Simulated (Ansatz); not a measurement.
Reaction (isomerisation): `NC([SiH3])N[SiH3]` → `N[SiH2]C[SiH2]N`

Calculated with Ansatz (gas phase, PBE0-D4/def2-TZVP geometries, no zero-point term in ΔE). CBS: MP2 limit from def2 TZ/QZ plus the TZ coupled-cluster correction, frozen cores. Functionals use def2-TZVPP. Each species was taken in one conformer, which may not be the lowest.

`NC([SiH3])N[SiH3]`:

Cartesian coordinates in Å:
```
N -0.196 1.561 -1.393
C -0.476 0.672 -0.268
Si 0.795 0.929 1.137
N -0.535 -0.676 -0.774
Si -0.286 -2.132 0.104
H -0.311 2.533 -1.135
H 0.752 1.429 -1.728
H -1.451 0.999 0.132
H 0.692 2.368 1.504
H 0.547 0.114 2.359
H 2.163 0.658 0.620
H -1.111 -0.722 -1.606
H 1.063 -2.101 0.731
H -0.379 -3.238 -0.883
H -1.266 -2.394 1.200
```

`N[SiH2]C[SiH2]N`:

Z-matrix (Å, degrees):
```
Si
C 1 1.870
N 1 1.718 2 110.5
H 1 1.497 2 106.7 3 125.4
H 1 1.490 2 111.5 3 -117.9
Si 2 1.866 1 112.9 3 -45.1
H 2 1.095 1 109.0 3 -167.5
H 2 1.095 1 109.5 3 75.5
H 3 1.009 1 117.5 2 68.2
H 3 1.006 1 119.8 2 -150.3
N 6 1.735 2 108.4 1 -28.4
H 6 1.486 2 111.8 1 87.7
H 6 1.495 2 109.6 1 -153.6
H 11 1.009 6 118.0 2 168.7
H 11 1.010 6 118.3 2 -55.6
```

```tsv
level	ΔE (kJ/mol)
PBE0-D4	-219.9
PBE0	-219.5
```

What does CCSD(T)/CBS give? (Estimate.)

The calculation gave: -228.7 kJ/mol. The listed levels differ from it by 8.8, 9.2 kJ/mol.

Largest T1 diagnostic among the species: 0.011.

From PBE to PBE0 (25 % exact exchange), in def2-TZVPP and without D4, ΔE moves by −9.3 kJ/mol.
